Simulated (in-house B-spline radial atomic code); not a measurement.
Ionisation energies along the 4-electron series, configuration [He] 2s2, as differences of self-consistent energies. NIST's values go from ground level to ground level; the uncertainty of those that are theory runs from under 0.1 % in few-electron ions to several per cent in heavy many-electron ones. Computed with a B-spline radial code for spherical atoms: non-relativistic Hartree-Fock, average of the configuration, point nuclei.

This level leaves out relativity, spin-orbit splitting included, which matters for heavy ions.

| ion | configuration after | ionisation energy (eV) | IE/(q+1)² (eV) | -ε less Coulomb ΔSCF (eV) | tabulated value (eV) | tabulated kind | computed minus tabulated (eV) |
| --- | --- | --- | --- | --- | --- | --- | --- |
| Pd42+ | [He] 2s1 | 6523.5 | 3.5281 | 0.28107 | 6759 | semi-empirical | -235 |
| Ag43+ | [He] 2s1 | 6825.0 | 3.5253 | 0.28102 | 7082 | semi-empirical | -257 |
| Cd44+ | [He] 2s1 | 7133.2 | 3.5226 | 0.28097 | 7414 | semi-empirical | -281 |
| In45+ | [He] 2s1 | 7448.2 | 3.5199 | 0.28092 | 7754 | semi-empirical | -306 |
| Sn46+ | [He] 2s1 | 7770.0 | 3.5174 | 0.28088 | 8103 | semi-empirical | -333 |
| Sb47+ | [He] 2s1 | 8098.6 | 3.515 | 0.28084 | 8455 | tabulated theory | -356 |
| Te48+ | [He] 2s1 | 8434.1 | 3.5127 | 0.2808 | 8821 | tabulated theory | -387 |
| I49+ | [He] 2s1 | 8776.3 | 3.5105 | 0.28076 | 9196 | tabulated theory | -420 |
| Xe50+ | [He] 2s1 | 9125.3 | 3.5084 | 0.28072 | 9581 | tabulated theory | -456 |
| Cs51+ | [He] 2s1 | 9481.2 | 3.5064 | 0.28069 | 9974 | tabulated theory | -493 |
| Ba52+ | [He] 2s1 | 9843.8 | 3.5044 | 0.28065 | 10376 | tabulated theory | -532 |
| La53+ | [He] 2s1 | 10213.3 | 3.5025 | 0.28062 | 10789 | tabulated theory | -576 |
| Ce54+ | [He] 2s1 | 10589.5 | 3.5007 | 0.28059 | 11210 | tabulated theory | -620 |
| Pr55+ | [He] 2s1 | 10972.6 | 3.4989 | 0.28056 | 11641 | tabulated theory | -668 |
| Nd56+ | [He] 2s1 | 11362.4 | 3.4972 | 0.28053 | 12082 | tabulated theory | -720 |
| Pm57+ | [He] 2s1 | 11759.1 | 3.4956 | 0.2805 | 12532 | tabulated theory | -773 |
| Sm58+ | [He] 2s1 | 12162.5 | 3.494 | 0.28047 | 12992 | tabulated theory | -829 |
| Eu59+ | [He] 2s1 | 12572.8 | 3.4924 | 0.28045 | 13462 | tabulated theory | -889 |
| Gd60+ | [He] 2s1 | 12989.8 | 3.491 | 0.28042 | 13943 | tabulated theory | -953 |
| Tb61+ | [He] 2s1 | 13413.7 | 3.4895 | 0.2804 | 14434 | tabulated theory | -1020 |
| Dy62+ | [He] 2s1 | 13844.4 | 3.4881 | 0.28037 | 14936 | tabulated theory | -1092 |

How far is this level of theory from the measured and semi-empirical values?

Over those 5 rows the differences run from -333 to -235 eV (mean absolute value 280 eV). The calculation leaves out relativity, correlation and, in open shells, the multiplet splittings that an average leaves out.
